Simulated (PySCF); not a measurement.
AlCl₄⁻, singlet: molecular constants

These are results of PySCF, B3LYP, basis Al def2-SVPD, Cl def2-SVPD (no relativity, density fitting), not measurements.

The structure is a minimum.

```xyz
5
charge -1 multiplicity 1, angstrom
Al    0.0000    0.0000    0.0000
Cl    1.2621    1.2621    1.2621
Cl    1.2621   -1.2621   -1.2621
Cl   -1.2621   -1.2621    1.2621
Cl   -1.2621    1.2621   -1.2621
```

| Quantity | Value |
| --- | --- |
| Point group | Td |
| Bond lengths | Al–Cl 2.186 Å (×4) |
| Bond angles | Cl–Al–Cl 109.5° (×6) |
| Lowest empty level | 2.98 eV |
| Rotational constants | 0.03783, 0.03783, 0.03783 cm⁻¹ |
| Enthalpy at 298.15 K above 0 K | 21.41 kJ/mol |
| Principal polarisabilities | 89.9, 89.9, 89.9 bohr³ |
| Zero-point energy | 14.9 kJ/mol |
| Entropy at 298.15 K and 1 bar | 349.2 J/(mol K) |
| Dipole moment about the centre of mass | 0.00 D |
| Principal quadrupole moments (Buckingham, traceless) about the centre of mass | 0.00, 0.00, 0.00 D Å |
| Heat capacity Cp at 298.15 K | 96.2 J/(mol K) |
| Rotational symmetry number | 12 |
| Highest occupied level | -4.28 eV |

Harmonic modes (masses in u: Al 26.982, Cl 34.969):
```csv
symmetry,ω (cm⁻¹),"IR (km/mol, summed over degenerate members)"
e,108,0.0
t2,169,17.0
a1,328,0.0
t2,480,513
```

In Td the vibrations span e + 2t2 + a1. The a1, e modes carry no infrared intensity, as symmetry demands.

Charges (e); Mulliken and Löwdin values are unreliable with diffuse functions:
```
     atom  Mulliken  Löwdin  polar tensor  Mayer order to Al1
      Al1      1.97   -0.16          1.79                   –
Cl2,3,4,5     -0.74   -0.21         -0.70                0.44
```

Mulliken populations on Al1: s 3.96, p 6.81, d 0.26.

Outer orbital energies (eV). occupied: -5.00, -5.00, -4.82, -4.82, -4.82, -4.28, -4.28, -4.28; empty: 2.98, 4.30, 4.30, 4.30.

Counting electrons, aluminium keeps none of its valence electrons outside its bonds, so the VSEPR class is AX4 and the expected shape is tetrahedral (Td), as computed.

Other isomers or separated fragments may lie lower. The lowest empty level of this anion is unbound, so it and the gap depend on the basis.

The final relaxation and frequency run took 20 s on 4 threads of a shared Arm Neoverse V2 host, with 132 basis functions and 6 gradients; the process peaked at 1.6 GiB. Launch command: `OMP_NUM_THREADS=4 python axn.py task.json out`.
